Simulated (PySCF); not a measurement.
C6H8OSi.
Numbering: `[CH2:1]=[C:2]1[CH2:3][C:4](=[C:5]=[O:6])[Si@@H:7]1[CH3:8]`

Definitions: NICS(0) = −σiso at the ring centroid; NICS(1) = −σiso and NICS(1)zz = −σzz at ±1 Å along the ring normal z. Level: GIAO PBE0/pcSseg-1 (PySCF, non-relativistic, gas phase) on the GFN2-xTB geometry, one conformer.

Ring bond lengths (Å), with Mayer bond orders in brackets: C2–C3 1.515 (1.01), C3–C4 1.514 (0.99), C4–Si7 1.906 (0.74), Si7–C2 1.898 (0.85).

Question: Give the NICS values of each ring in ppm.

Answer: 
| ring | type | NICS(0) | NICS(1), two faces | NICS(1)zz, two faces | rms pucker (Å) | centre to ring atoms, mean (Å) |
| --- | --- | --- | --- | --- | --- | --- |
| C2–C3–C4–Si7 | 4-membered ring with Si; formal bonds all single | -1.3 | -1.2 / -1.3 | 3.4 / 2.2 | 0.01 | 1.20 |

Question: What do they say, and how far can they be read as aromaticity?

Answer: 
- C2–C3–C4–Si7: mean NICS(1)zz 2.8 ppm, near zero. C3, Si7 have four or more neighbours; no verdict on aromaticity is drawn.

Question: At the second NICS(1) probe listed for ring C2–C3–C4–Si7, 1 Å off the ring, what do the in-plane components average?

Answer: The isotropic value is a third of the trace: (3 × -1.3 − (2.2))/2 = -3.1 ppm.

Question: Give the inner angles of the rings and the Hirshfeld charges of the ring atoms.

Answer: 
- C2–C3–C4–Si7: C2 94.6° (-0.085 e), C3 97.5° (-0.064 e), C4 94.3° (-0.171 e), Si7 73.6° (+0.387 e); sum 360.0° against 360° for a flat convex ring.
